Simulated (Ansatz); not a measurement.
`O[SiH2][NH][AlH2]` + `[AsH3]` → `O[SiH2][AsH2]` + `[NH2][AlH2]` at 500 K and 1 bar (ligand exchange at the Si–N bond).

Program: Ansatz. Geometries: PBE0-D4/def2-TZVP. ΔE: electronic, gas phase. CCSD(T)/CBS adds triple-zeta CCSD(T) − MP2 to the extrapolated MP2 energy (def2 sets, frozen cores). This one scheme is used for every species. For As outer-core shells are correlated without core-valence functions, which leaves a few kJ/mol of doubt a bond. Scalar relativity is left out up to krypton. Each species was taken in one conformer, which may not be the lowest.

| species | CCSD(T)/CBS energy (Eh) | H − E (kJ/mol) | S (J/(mol·K)) |
| --- | --- | --- | --- |
| `O[SiH2][NH][AlH2]` | -664.68190 | 209.0 | 412.8 |
| `[AsH3]` | -2236.79077 | 76.6 | 245.1 |
| `O[SiH2][AsH2]` | -2602.30953 | 162.5 | 380.3 |
| `[NH2][AlH2]` | -299.14566 | 129.9 | 289.4 |

H − E and S are ideal-gas, rigid-rotor, harmonic terms from PBE0-D4/def2-TZVP, for one conformer and one mirror image of each species. 1 Eh = 2625.50 kJ/mol, R = 8.31446 J/(mol·K).

Q: By hand: ΔE, ΔH, ΔS and ΔG.

A: ΔE = (-2602.30953) + (-299.14566) − (-664.68190) − (-2236.79077) = 0.01748 Eh = 45.9 kJ/mol. Δ(H − E) = 162.5 + 129.9 − 209.0 − 76.6 = 6.8, so ΔH = 52.7 kJ/mol. ΔS = 380.3 + 289.4 − 412.8 − 245.1 = 11.8 J/(mol·K). ΔG = 52.7 − 500 × (11.8)/1000 = 46.8 kJ/mol.

Q: By hand: the equilibrium constant, and the temperature at which ΔG would vanish if ΔH and ΔS stayed fixed.

A: log₁₀ K = −ΔG/(RT ln 10) = -4.9. ΔG = 0 at ΔH/ΔS = 4466 K, far beyond where these terms or the molecules hold.

The number of gas molecules stays the same, so ΔS is small and ΔH decides. A doubt of 5 kJ/mol in ΔE shifts log₁₀ K by 0.5 here. Other conformers and mirror images would add mixing entropy, several J/(mol·K) or more a flexible species. Modes under 60 cm⁻¹, often nearly free rotors, make the harmonic entropy too high. These are equilibria of isolated gas molecules and say nothing of rates. Largest T1 diagnostic: 0.012 (customary marks: 0.02 for closed shells, 0.045 for open ones).
